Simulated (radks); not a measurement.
Species: Bi4+. Configuration: [Xe] 4f14 5d10 6s1.

Method: Dirac Kohn-Sham, BP86, spin-unpolarised, spherical densities, finite nucleus; Fermi nuclear charge, rms radius 5.5211 fm; computed with a radial shooting solver on a logarithmic mesh with Libxc functionals.

Energy parts (eV):
part                       energy
total                  -587054.15
kinetic                 685689.88
electron-nucleus      -1484347.07
Hartree                 222480.32
exchange-correlation    -10877.28

Orbitals (lengths in bohr, moments of r in powers of bohr; r(90%) holds 90 % of the orbital's charge):
| orbital | occ. | eigenvalue (eV) | r(90%) | <r> | <r^2> |
|---|---|---|---|---|---|
| 1s1/2 | 2 | -90503.41 | 0.0290 | 0.01580 | 0.0003464 |
| 2s1/2 | 2 | -16281.43 | 0.103 | 0.06579 | 0.005189 |
| 2p1/2 | 2 | -15652.98 | 0.0902 | 0.05388 | 0.003642 |
| 2p3/2 | 4 | -13332.74 | 0.102 | 0.06292 | 0.004822 |
| 3s1/2 | 2 | -3961.181 | 0.252 | 0.1710 | 0.03361 |
| 3p1/2 | 2 | -3675.219 | 0.244 | 0.1615 | 0.03049 |
| 3p3/2 | 4 | -3155.763 | 0.266 | 0.1780 | 0.03680 |
| 3d3/2 | 4 | -2683.997 | 0.240 | 0.1545 | 0.02802 |
| 3d5/2 | 6 | -2573.868 | 0.247 | 0.1595 | 0.02972 |
| 4s1/2 | 2 | -940.9310 | 0.541 | 0.3770 | 0.1605 |
| 4p1/2 | 2 | -816.2187 | 0.548 | 0.3777 | 0.1625 |
| 4p3/2 | 4 | -688.1978 | 0.597 | 0.4124 | 0.1933 |
| 4d3/2 | 4 | -484.5942 | 0.619 | 0.4160 | 0.1999 |
| 4d5/2 | 6 | -460.6968 | 0.635 | 0.4271 | 0.2105 |
| 5s1/2 | 2 | -198.3568 | 1.18 | 0.8313 | 0.7740 |
| 4f5/2 | 6 | -196.5642 | 0.693 | 0.4379 | 0.2289 |
| 4f7/2 | 8 | -191.0703 | 0.703 | 0.4440 | 0.2353 |
| 5p1/2 | 2 | -155.0284 | 1.27 | 0.8841 | 0.8805 |
| 5p3/2 | 4 | -130.2841 | 1.40 | 0.9723 | 1.065 |
| 5d3/2 | 4 | -69.3834 | 1.76 | 1.185 | 1.609 |
| 5d5/2 | 6 | -66.2730 | 1.82 | 1.222 | 1.712 |
| 6s1/2 | 1 | -51.0109 | 2.76 | 1.944 | 4.207 |

The highest occupied level is 6s1/2 at -51.011 eV. For comparison, the ionisation energy in NIST's Atomic Spectra Database is 54.86 eV (measured). In exact Kohn-Sham theory the highest level is minus the ionisation energy, but local and semilocal functionals leave it too shallow, through self-interaction and a potential that decays too fast; potentials with the right tail come closer.

Beside tabulated values, note that spin-unpolarised runs miss the spin-polarisation part of the exchange energy of open shells.
